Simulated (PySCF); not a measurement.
**Vertical excitation energies**

C5H12Si2.
Z-matrix (Å and degrees, GFN2-xTB geometry), rows numbered from 1:
```
Si
C   1  1.8812
C   2  1.3322  1  125.19
Si  3  1.8837  2  126.11  1  -178.35
C   4  1.8826  3  110.29  2   -11.07
C   5  1.5033  4  120.33  3    83.93
C   6  1.4917  5   60.23  4   108.94
H   1  1.4665  2  109.08  3   110.60
H   1  1.4640  2  109.49  3    -9.71
H   1  1.4657  2  109.31  3  -130.17
H   2  1.0851  1  116.92  3  -179.19
H   3  1.0847  2  117.90  1     0.79
H   4  1.4709  3  109.11  2   108.78
H   4  1.4704  3  109.59  2  -131.43
H   5  1.0847  4  115.69  3   -61.58
H   6  1.0802  5  118.37  7  -107.99
H   6  1.0808  5  118.49  7   108.22
H   7  1.0799  5  118.19  6   108.08
H   7  1.0804  5  118.61  6  -108.29
```

Computed with TDDFT PBE0/def2-SVPD, vertical, gas phase, core orbitals frozen in the response (PySCF 2.14.0, density-fitted response routines).

List the vertical singlet excitations with oscillator strengths and describe the spectrum.

```json
{"state": "S1", "E (eV)": "5.68", "ν̃ (cm⁻¹)": "45830", "f": "0.0010", "main configurations (H = HOMO, L = LUMO)": "H-1→L (69%), H→L (20%)"}
{"state": "S2", "E (eV)": "6.54", "ν̃ (cm⁻¹)": "52790", "f": "0.0036", "main configurations (H = HOMO, L = LUMO)": "H-2→L (89%)"}
{"state": "S3", "E (eV)": "6.63", "ν̃ (cm⁻¹)": "53480", "f": "0.496", "main configurations (H = HOMO, L = LUMO)": "H→L (73%), H-1→L (17%)"}
{"state": "S4", "E (eV)": "6.98", "ν̃ (cm⁻¹)": "56260", "f": "0.041", "main configurations (H = HOMO, L = LUMO)": "H-3→L (87%)"}
{"state": "S5", "E (eV)": "7.11", "ν̃ (cm⁻¹)": "57380", "f": "0.011", "main configurations (H = HOMO, L = LUMO)": "H→L+1 (87%)"}
{"state": "S6", "E (eV)": "7.32", "ν̃ (cm⁻¹)": "59080", "f": "0.0034", "main configurations (H = HOMO, L = LUMO)": "H-1→L+1 (86%)"}
{"state": "S7", "E (eV)": "7.50", "ν̃ (cm⁻¹)": "60460", "f": "0.0022", "main configurations (H = HOMO, L = LUMO)": "H-4→L (94%)"}
{"state": "S8", "E (eV)": "7.63", "ν̃ (cm⁻¹)": "61550", "f": "0.039", "main configurations (H = HOMO, L = LUMO)": "H→L+2 (86%)"}
```

Triplets, Tamm–Dancoff:

```json
{"state": "T1", "E (eV)": "4.10", "λ (nm)": "302.7", "main configurations (H = HOMO, L = LUMO)": "H→L (76%), H-1→L (16%)"}
{"state": "T2", "E (eV)": "5.07", "λ (nm)": "244.7", "main configurations (H = HOMO, L = LUMO)": "H-1→L (67%), H→L (13%), H-2→L (10%)"}
{"state": "T3", "E (eV)": "6.44", "λ (nm)": "192.4", "main configurations (H = HOMO, L = LUMO)": "H-2→L (80%), H-1→L (12%)"}
```

The lowest singlet lies at 5.68 eV (218 nm, ultraviolet) and is very weak; its leading configuration is HOMO-1→LUMO (69%). The strongest level in the table is S3 at 6.63 eV (187 nm, f = 0.496). Löwdin shares by element: HOMO carbon 59% or more, silicon 14% (atoms not listed hold the other 27%); LUMO carbon 64% or more, silicon 18% (atoms not listed hold the other 18%). Orbital energies (eV): HOMO-3 -8.79, HOMO-2 -8.35, HOMO-1 -7.98, HOMO -7.86, LUMO -0.75, LUMO+1 0.44, LUMO+2 0.81. The oscillator strengths of these states sum to 0.597; summed over the whole spectrum of an exact calculation they would give the number of electrons, 70 (Thomas–Reiche–Kuhn). The listed states span 1.95 eV, and the widest gap between neighbours is 0.86 eV (S1 to S2). Singlets were solved by full linear response, triplets in the Tamm–Dancoff approximation.

Hardware: Arm Neoverse V1, one thread, no GPU, shared host with 32 logical CPUs at a one-minute load of 14. Cost: 49 s wall, 0.93 GiB resident at most.

One conformer stands for the species.
